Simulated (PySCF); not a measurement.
**Basis-set dependence of population analyses: (CH3CH2)2CF2**

Species: (CH3CH2)2CF2, C5H10F2.
Atom-mapped SMILES: `[CH3:1][CH2:2][C:3]([F:4])([F:5])[CH2:6][CH3:7]` (hydrogens: H8, H9, H10 on C1; H11, H12 on C2; H13, H14 on C6; H15, H16, H17 on C7)

PBE0 throughout (PySCF), one geometry, spherical d and f functions. Isolated species at its PBE0-D3(BJ)/def2-SVP geometry (one conformer only). Atoms taken as equivalent share a column and are averaged.

Mulliken charges (e):

```json
{"basis": "STO-3G", "functions": "45", "C1/C7": "-0.234", "C2/C6": "-0.166", "C3": "+0.227", "F4/F5": "-0.127", "H8 (×6)": "+0.082", "H11/H12/H13/H14": "+0.083"}
{"basis": "pcSseg-0", "functions": "83", "C1/C7": "-0.649", "C2/C6": "-0.546", "C3": "+0.623", "F4/F5": "-0.361", "H8 (×6)": "+0.242", "H11/H12/H13/H14": "+0.258"}
{"basis": "6-31G", "functions": "83", "C1/C7": "-0.506", "C2/C6": "-0.361", "C3": "+0.572", "F4/F5": "-0.328", "H8 (×6)": "+0.180", "H11/H12/H13/H14": "+0.185"}
{"basis": "6-31G*", "functions": "118", "C1/C7": "-0.545", "C2/C6": "-0.402", "C3": "+0.733", "F4/F5": "-0.346", "H8 (×6)": "+0.186", "H11/H12/H13/H14": "+0.184"}
{"basis": "cc-pVDZ", "functions": "148", "C1/C7": "-0.090", "C2/C6": "-0.074", "C3": "+0.255", "F4/F5": "-0.215", "H8 (×6)": "+0.052", "H11/H12/H13/H14": "+0.048"}
{"basis": "def2-SVP", "functions": "148", "C1/C7": "-0.086", "C2/C6": "-0.077", "C3": "+0.286", "F4/F5": "-0.238", "H8 (×6)": "+0.052", "H11/H12/H13/H14": "+0.050"}
{"basis": "pcSseg-1", "functions": "169", "C1/C7": "-0.293", "C2/C6": "-0.255", "C3": "+0.432", "F4/F5": "-0.310", "H8 (×6)": "+0.126", "H11/H12/H13/H14": "+0.133"}
{"basis": "6-311+G(2d,p)", "functions": "249", "C1/C7": "-0.568", "C2/C6": "-0.124", "C3": "+0.426", "F4/F5": "-0.305", "H8 (×6)": "+0.158", "H11/H12/H13/H14": "+0.154"}
{"basis": "aug-cc-pVDZ", "functions": "251", "C1/C7": "+0.433", "C2/C6": "+0.400", "C3": "+1.075", "F4/F5": "-0.615", "H8 (×6)": "-0.117", "H11/H12/H13/H14": "-0.203"}
{"basis": "def2-TZVP", "functions": "277", "C1/C7": "-0.406", "C2/C6": "-0.197", "C3": "+0.355", "F4/F5": "-0.203", "H8 (×6)": "+0.133", "H11/H12/H13/H14": "+0.115"}
```

IAO charges (e):

```
        basis  functions   C1/C7   C2/C6      C3   F4/F5  H8 (×6)  H11/H12/H13/H14
       STO-3G         45  -0.393  -0.292  +0.302  -0.149   +0.136           +0.138
     pcSseg-0         83  -0.427  -0.301  +0.520  -0.292   +0.150           +0.155
        6-31G         83  -0.436  -0.291  +0.526  -0.300   +0.152           +0.154
       6-31G*        118  -0.415  -0.280  +0.574  -0.311   +0.144           +0.144
      cc-pVDZ        148  -0.414  -0.280  +0.573  -0.311   +0.143           +0.144
     def2-SVP        148  -0.405  -0.275  +0.573  -0.312   +0.141           +0.142
     pcSseg-1        169  -0.414  -0.280  +0.572  -0.317   +0.144           +0.146
6-311+G(2d,p)        249  -0.427  -0.285  +0.577  -0.321   +0.149           +0.150
  aug-cc-pVDZ        251  -0.425  -0.283  +0.578  -0.321   +0.148           +0.149
    def2-TZVP        277  -0.427  -0.286  +0.584  -0.322   +0.148           +0.149
```

Hirshfeld charges (e):

| basis | functions | C1/C7 | C2/C6 | C3 | F4/F5 | H8 (×6) | H11/H12/H13/H14 |
| --- | --- | --- | --- | --- | --- | --- | --- |
| STO-3G | 45 | -0.041 | -0.031 | +0.177 | -0.097 | +0.016 | +0.016 |
| pcSseg-0 | 83 | -0.104 | -0.071 | +0.195 | -0.109 | +0.037 | +0.038 |
| 6-31G | 83 | -0.102 | -0.069 | +0.191 | -0.118 | +0.037 | +0.041 |
| 6-31G* | 118 | -0.102 | -0.070 | +0.183 | -0.109 | +0.037 | +0.040 |
| cc-pVDZ | 148 | -0.112 | -0.082 | +0.180 | -0.094 | +0.039 | +0.041 |
| def2-SVP | 148 | -0.115 | -0.083 | +0.187 | -0.099 | +0.040 | +0.042 |
| pcSseg-1 | 169 | -0.118 | -0.085 | +0.187 | -0.099 | +0.040 | +0.044 |
| 6-311+G(2d,p) | 249 | -0.117 | -0.089 | +0.175 | -0.103 | +0.042 | +0.048 |
| aug-cc-pVDZ | 251 | -0.125 | -0.093 | +0.178 | -0.099 | +0.044 | +0.049 |
| def2-TZVP | 277 | -0.120 | -0.089 | +0.177 | -0.101 | +0.042 | +0.047 |

ESP-fitted charges (e):

```csv
basis,functions,C1/C7,C2/C6,C3,F4/F5,H8 (×6),H11/H12/H13/H14
STO-3G,45,-0.357,-0.119,+0.399,-0.161,+0.102,+0.065
pcSseg-0,83,-0.388,-0.149,+0.665,-0.302,+0.114,+0.082
6-31G,83,-0.319,-0.113,+0.546,-0.281,+0.097,+0.074
6-31G*,118,-0.360,-0.049,+0.338,-0.200,+0.104,+0.064
cc-pVDZ,148,-0.299,-0.049,+0.394,-0.224,+0.087,+0.057
def2-SVP,148,-0.289,-0.057,+0.407,-0.231,+0.085,+0.059
pcSseg-1,169,-0.309,-0.054,+0.421,-0.241,+0.090,+0.061
"6-311+G(2d,p)",249,-0.362,-0.047,+0.407,-0.243,+0.105,+0.067
aug-cc-pVDZ,251,-0.338,-0.056,+0.406,-0.239,+0.098,+0.067
def2-TZVP,277,-0.356,-0.040,+0.383,-0.232,+0.102,+0.065
```

Some averages cover members that differ in this geometry, most widely: C2/C6, ESP-fitted in 6-311+G(2d,p) -0.164 to +0.069; C2/C6, ESP-fitted in aug-cc-pVDZ -0.170 to +0.057; C2/C6, ESP-fitted in def2-TZVP -0.152 to +0.072; C2/C6, ESP-fitted in pcSseg-0 -0.251 to -0.046 e.

Which scheme is steadiest as the basis changes?

Largest range over the bases for any column: Hirshfeld 0.08 e, IAO 0.28 e, ESP-fitted 0.33 e, Mulliken 1.08 e. Hirshfeld charges move least and Mulliken charges most, counted in e. Without the minimal STO-3G basis the ranges are Hirshfeld 0.02, IAO 0.06, ESP-fitted 0.33, Mulliken 1.08 e.

How much do the charges still move between the two largest bases, aug-cc-pVDZ and def2-TZVP?

At most, over all atoms: Mulliken 0.884 e, IAO 0.006 e, Hirshfeld 0.005 e, ESP-fitted 0.024 e.

What do the same runs give for the total energy, the frontier levels and the dipole moment?

```json
{"basis": "STO-3G", "energy (Eh)": "-390.6247", "HOMO (eV)": "-4.82", "LUMO (eV)": "8.57", "μ (D)": "1.22"}
{"basis": "pcSseg-0", "energy (Eh)": "-394.9256", "HOMO (eV)": "-9.08", "LUMO (eV)": "2.01", "μ (D)": "2.37"}
{"basis": "6-31G", "energy (Eh)": "-395.7331", "HOMO (eV)": "-8.88", "LUMO (eV)": "2.58", "μ (D)": "2.39"}
{"basis": "6-31G*", "energy (Eh)": "-395.8196", "HOMO (eV)": "-8.67", "LUMO (eV)": "2.70", "μ (D)": "1.94"}
{"basis": "cc-pVDZ", "energy (Eh)": "-395.8469", "HOMO (eV)": "-8.79", "LUMO (eV)": "1.82", "μ (D)": "2.03"}
{"basis": "def2-SVP", "energy (Eh)": "-395.5362", "HOMO (eV)": "-8.91", "LUMO (eV)": "1.74", "μ (D)": "2.12"}
{"basis": "pcSseg-1", "energy (Eh)": "-395.7896", "HOMO (eV)": "-9.03", "LUMO (eV)": "1.39", "μ (D)": "2.21"}
{"basis": "6-311+G(2d,p)", "energy (Eh)": "-395.9515", "HOMO (eV)": "-9.03", "LUMO (eV)": "0.25", "μ (D)": "2.28"}
{"basis": "aug-cc-pVDZ", "energy (Eh)": "-395.8766", "HOMO (eV)": "-8.98", "LUMO (eV)": "-0.10", "μ (D)": "2.23"}
{"basis": "def2-TZVP", "energy (Eh)": "-395.9865", "HOMO (eV)": "-8.97", "LUMO (eV)": "1.12", "μ (D)": "2.18"}
```

The dipole is fixed by the density alone, so its range of 1.17 D shows that the density itself changes with the basis, not only its division among atoms.
